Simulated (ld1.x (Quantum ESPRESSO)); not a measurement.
What one change does to a pseudopotential (Dy (Z = 66), TM)

Dy, norm-conserving Troullier–Martins (Kleinman–Bylander form), made with ld1.x (Quantum ESPRESSO) 7.5 (PBE, fully relativistic). Core [Xe], reference 4f10 5d0 6s1.5 6p0 (charge +0.5). Waves: 6s (bound): rc 3.10 bohr; 5d (bound, empty): rc 3.35 bohr; 4f (bound): rc 1.45 bohr; 6p (bound, empty): rc 4.20 bohr. Local part: the p channel. Core correction: none.

Open shells are filled in proportion to 2j + 1 (rel_dist='average').

All-electron outer shells of the reference configuration (PBE, scalar-relativistic, ld1.x):

```csv
shell,level (eV),outermost node (bohr),outermost maximum (bohr)
5s,-52.01,0.63,1.16
5p,-28.44,0.67,1.33
6s,-6.21,1.57,3.35
4f,-6.17,–,0.54
5d,-3.87,0.76,2.06
6p,-3.20,1.91,4.47
```

Change: scalar-relativistic.

Cutoffs: the cutoffs (Ry, on a coarse ladder) from which the occupation-weighted sum of valence levels, in a spherical-Bessel basis at the reference potential, stays within 10 and 1 mRy of its value at 400 Ry; they do not see the model core or the augmentation charge, which bear on the density cutoff. Errors are all-electron minus pseudo energies relative to the spin-unpolarised reference configuration.

Task: How do hardness, ghosts and transferability respond?

Result: The number of tests that count goes from 6 to 7; of the 6 tests that both files solve, the error grows in 2 and shrinks in 1 by more than 15 % and 0.3 meV (median size 145.9 → 151.4 meV); neither file shows a bound ghost at the reference potential, the only one tested.

```csv
quantity,base,changed
"cutoff, loose",200 Ry,200 Ry
"cutoff, tight",over 300 Ry,over 300 Ry
bound ghosts,none,none
"tests counted (converged, no solver errors)",6 of 7,7 of 7
"error for 4f10 5d0 6s2 6p0, meV [ΔE -2.48 eV]",+3.0,+4.1
"error for 4f10 5d0 6s1 6p0, meV [ΔE 3.76 eV]",+11,+9.1
"error for 4f10 5d0 6s0 6p0, meV [ΔE 15.42 eV]",+264,+260
"error for 4f8 5d0 6s0 6p0, meV [ΔE 85.59 → 85.78 eV]",-8256,-8211
"error for 4f9 5d0 6s2 6p0, meV [ΔE 7.67 → 7.74 eV]",-1760,-1734
"error for 4f10 5d0 6s0 6p2, meV [ΔE 3.00 → 3.03 eV]",+28,+43
s: phases at 4.56 bohr within 0.05 rad from the reference energy up to (Ry; the scan ends near 5),0.4,0.4
```

Base: Tests not counted: 4f11 5d0 6s0 6p0 (solver errors, printed error -1472 eV). These tests converged, but a pseudo level misses the all-electron one widely, so the file describes the atom poorly there or has found another state: 4f8 5d0 6s0 6p0: 4f by 8.6 eV (a node warning on the way); 4f9 5d0 6s2 6p0: 4f by 3.5 eV. Changed file: These tests converged, but a pseudo level misses the all-electron one widely, so the file describes the atom poorly there or has found another state: 4f8 5d0 6s0 6p0: 4f by 8.5 eV (a node warning on the way); 4f11 5d0 6s0 6p0: 4f by 1.1 eV; 4f9 5d0 6s2 6p0: 4f by 3.5 eV.
